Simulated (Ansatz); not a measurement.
Relaxation of ClF$_{4}$Zr (6 atoms, charge 0, multiplicity 2), to a largest force component of 0.03 eV/Å in at most 50 steps.

The calculation used UKS LDA/def2-SVP (Ansatz).

```xyz
6
Properties=species:S:1:pos:R:3
Zr 0.001 0.000 -0.501
Cl -0.002 0.000 3.205
F 1.873 0.000 -0.715
F -0.936 1.621 -0.714
F -0.936 -1.621 -0.714
F 0.001 0.000 4.801
```

**Question.** Where does it end, and by what steps?

**Answer.** The forces met the threshold. The force dipped under the threshold on the way, but the program's further checks kept it going. After 30 steps the energy has fallen by 4.645 eV; F6 moved furthest, 2.39 Å. Parted: Cl2–F6 (1.60 → 2.31 Å). Joined: Zr1–Cl2 (3.71 → 2.63 Å), Zr1–F6 (5.30 → 2.00 Å).

| step | energy less start (eV) | largest force component (eV/Å) | accepted |
| --- | --- | --- | --- |
| 0 | 0.0000 | 3.315 | yes |
| 2 | -0.9049 | 4.271 | yes |
| 4 | -2.3191 | 1.215 | yes |
| 6 | -2.3689 | 0.063 | yes |
| 8 | -2.3697 | 0.005 | yes |
| 10 | -2.3697 | 0.003 | yes |
| 12 | -2.3698 | 0.010 | yes |
| 14 | -2.3718 | 0.039 | yes |
| 16 | -2.4628 | 0.134 | yes |
| 18 | -2.5732 | 0.203 | yes |
| 20 | -2.7004 | 0.348 | yes |
| 22 | -2.9768 | 0.761 | yes |
| 24 | -3.6738 | 1.579 | yes |
| 26 | -4.5389 | 0.427 | yes |
| 28 | -4.6429 | 0.089 | yes |
| 30 | -4.6451 | 0.013 | yes |

```xyz
6
Properties=species:S:1:pos:R:3
Zr 0.145 0.000 0.606
Cl -1.590 0.000 2.578
F 1.924 0.000 -0.021
F -0.596 1.555 -0.160
F -0.596 -1.555 -0.160
F 0.715 0.000 2.519
```

Run time: 41 s on 4 threads of Intel(R) Xeon(R) Platinum 8259CL CPU @ 2.50GHz (Skylake/Cascade Lake), on a shared host, peak memory 0.26 GiB.
